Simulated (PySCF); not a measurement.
Molecular orbitals of IBr

B2PLYP at R = 2.497 Å; basis I def2-SVP with ECP28, Br def2-SVP; scalar-relativistic core potentials; PySCF 2.14. State: ¹Σ⁺ (singlet), closed shell. Only the outer orbitals are listed, counted within each symmetry, core potentials removing the inner ones.

```csv
orbital,occ.,ε (eV),on I (%),main shells (%)
10σ,2,-24.71,23,"75 Br s, 20 I s"
11σ,2,-20.99,75,"75 I s, 22 Br s"
12σ,2,-12.03,44,"53 Br p, 40 I p"
6π,2,-10.73,33,"67 Br p, 33 I p"
6π,2,-10.73,33,"67 Br p, 33 I p"
7π,2,-8.56,67,"67 I p, 33 Br p"
7π,2,-8.56,67,"67 I p, 33 Br p"
13σ,0,-2.44,59,"56 I p, 40 Br p"
14σ,0,8.17,85,"75 I s, 12 Br s, 9 I d"
15σ,0,9.64,81,"56 I p, 19 I d, 18 Br d"
```

Task: Which are the highest filled and the lowest empty level, where do they sit, and how wide is the gap?

Result: Highest filled 7π at -8.56 eV (in %: 67 I p, 33 Br p); lowest empty 13σ at -2.44 eV (in %: 56 I p, 40 Br p); the gap at B2PLYP is 6.12 eV.

The bond order (Mayer) is 1.02 and the ⟨S²⟩ is 0.000. The charge on I (Mulliken, basis-dependent) is 0.14, the charge on I (Löwdin, basis-dependent) is 0.10 and the dipole moment (positive dipole means I(−)Br(+)) is -0.91 D.

Correlated steps freeze 13 core orbitals. Spin–orbit coupling is left out. B2PLYP dipoles, levels and charges come from its SCF part alone.
